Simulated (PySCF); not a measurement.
**Distorted geometries of [Er(NH3)2]3+**

[Er(NH3)2]3+ (singlet in the valence; each metal's 4f electrons, 11 of them, lie in its core potential, out of spins and levels). PySCF 2.14.0, RKS BP86, Er lcecp-1-SVP with ECP57, N def2-SVP, H def2-SVP; non-relativistic Hamiltonian with scalar-relativistic core potentials where named; density fitting; no spin-orbit coupling. Relaxed geometry:

```xyz
9

Er    0.8802    0.7255   -0.0001
N    -0.1382   -0.1201    1.9274
H     0.3604    0.1096    2.8270
H    -1.1182    0.2133    2.1216
H    -0.2383   -1.1665    1.9844
N    -0.1417   -0.1183   -1.9264
H     0.4348   -0.8022   -2.4832
H    -1.0484   -0.6355   -1.7993
H    -0.3912    0.6046   -2.6515
```

Q: Order these distorted geometries by energy above the relaxed one, lowest first.
A.
```xyz
9

Er    0.8844    0.7517    0.0132
N    -0.1726   -0.1495    1.9220
H     0.3593    0.0884    2.8668
H    -1.1256    0.2068    2.1815
H    -0.2773   -1.1366    1.9134
N    -0.0914   -0.1157   -1.9332
H     0.4688   -0.8091   -2.4808
H    -1.0719   -0.6306   -1.8058
H    -0.3745    0.6052   -2.6770
```
B.
```xyz
9

Er    0.8853    0.6638    0.0374
N    -0.1896   -0.1976    1.8709
H     0.3604    0.0658    2.7750
H    -1.1947    0.3146    2.1332
H    -0.2372   -1.1178    1.9725
N    -0.1087   -0.1027   -1.9323
H     0.5021   -0.8122   -2.4383
H    -0.9977   -0.5982   -1.7563
H    -0.4205    0.5948   -2.6621
```
C.
```xyz
9

Er    0.8136    0.7247   -0.0026
N    -0.1540   -0.0865    1.8925
H     0.3870    0.0578    2.8706
H    -1.1298    0.2186    2.2184
H    -0.2916   -1.0733    1.9595
N    -0.1793   -0.1775   -1.8399
H     0.4585   -0.8690   -2.4714
H    -0.9936   -0.5443   -1.8494
H    -0.3114    0.5601   -2.7778
```

A: A (0.21 eV), B (0.68 eV), C (1.31 eV).

Q: Which forces (eV/Å) act in the one that lies 0.21 eV up?

A: 
```
Er  -0.15 -0.10 -0.01
N    1.20  3.20  1.31
H   -0.67 -0.64 -1.42
H   -0.19 -0.01 -0.20
H   -0.22 -2.51  0.20
N   -2.11 -0.07  0.00
H    0.10 -0.17 -0.13
H    1.68  0.68 -0.16
H    0.36 -0.39  0.41
```
Forces carry noise of the integration grid, about 0.01 to 0.03 eV/Å.

No frequency check is given that shows the relaxed geometry to be a minimum, and it was reached by following one of several unstable modes of a saddle point. An lcecp potential fixes the number of 4f electrons, so in runs with it no electron can move into or out of that shell.
